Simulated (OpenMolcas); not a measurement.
## How basis sets differ on CH3BFN (SMILES FB1CN1)

CH3BFN has 7 atoms, charge 0, and is taken as a singlet. SMILES: `FB1CN1`. The coordinates come from a GFN2-xTB relaxation.

Each level gives the HOMO–LUMO gap (eV). The values are calculated.

```json
{"level": "HF/ANO-L-MB", "kind": "Hartree–Fock", "program": "OpenMolcas", "value (eV)": "16.28"}
{"level": "HF/STO-3G", "kind": "Hartree–Fock", "program": "OpenMolcas", "value (eV)": "18.48"}
{"level": "HF/3-21G", "kind": "Hartree–Fock", "program": "OpenMolcas", "value (eV)": "16.68"}
{"level": "HF/def2-SVP", "kind": "Hartree–Fock", "program": "OpenMolcas", "value (eV)": "15.82"}
```

The values span 15.82 to 18.48 eV. A Hartree–Fock LUMO above zero doesn't converge with the basis: it sinks as sets grow more diffuse. Orbital gaps aren't excitation energies.
